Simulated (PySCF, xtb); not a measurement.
borohydride (BH4), SMILES [BH4-], charge -1.

GFN2-xTB (xtb) at its own geometry gives an orbital gap of 16.94 eV.

Coordinates come from a ωB97X-D3(BJ)/def2-TZVPD optimisation.

**Question.** What does PySCF with B3LYP/def2-TZVPD give? (Estimate from the structure and the level; the computed values follow.)

**Answer.** gap 5.71 eV (levels -1.76 and 3.96 eV).
